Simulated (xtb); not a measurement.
xtb input (GFN2-xTB):

```bash
xtb mol.xyz --gfn 2 --ohess tight --chrg 1 --uhf 0
```
mol.xyz:
```
2

F      0.08855355    -0.02357969    -0.82774715
Ge    -0.02576889     0.04311396     0.84834237
```

End of the output:

```
    mode    ω/cm⁻¹     T·S(HO)/kcal·mol⁻¹    T·S(FR)/kcal·mol⁻¹   T·S(vib)
   ------------------------------------------------------------------------
   ------------------------------------------------------------------------

   temp. (K)  partition function   enthalpy   heat capacity  entropy
                                   cal/mol     cal/K/mol   cal/K/mol   J/K/mol
 298.15  VIB   1.07                  111.489      1.098      0.506
         ROT   538.                  592.502      1.987     14.481
         INT   574.                  703.990      3.085     14.987
         TR   0.849E+27             1481.254      4.968     39.439
         TOT                        2185.2442     8.0531    54.4262   227.7193

       T/K    H(0)-H(T)+PV         H(T)/Eh          T*S/Eh         G(T)/Eh
   ------------------------------------------------------------------------
    298.15    0.348241E-02    0.477938E-02    0.258597E-01   -0.210803E-01
   ------------------------------------------------------------------------

         :::::::::::::::::::::::::::::::::::::::::::::::::::::
         ::                  THERMODYNAMIC                  ::
         :::::::::::::::::::::::::::::::::::::::::::::::::::::
         :: total free energy          -6.235993994088 Eh   ::
         ::.................................................::
         :: total energy               -6.214913727202 Eh   ::
         :: zero point energy           0.001296976027 Eh   ::
         :: G(RRHO) w/o ZPVE           -0.022377242913 Eh   ::
Note: The following floating-point exceptions are signalling: IEEE_DENORMAL
normal termination of xtb
         :: G(RRHO) contrib.           -0.021080266886 Eh   ::
         :::::::::::::::::::::::::::::::::::::::::::::::::::::

optimized geometry written to: xtbopt.xyz

           -------------------------------------------------
          | TOTAL ENERGY               -6.214913727202 Eh   |
          | TOTAL ENTHALPY             -6.210134342943 Eh   |
          | TOTAL FREE ENERGY          -6.235993994088 Eh   |
          | GRADIENT NORM               0.000186601244 Eh/α |
          | HOMO-LUMO GAP               5.144213682572 eV   |
           -------------------------------------------------

------------------------------------------------------------------------
------------------------------------------------------------------------
 total:
 SCF:
 ANC optimizer:
 analytical hessian:
```
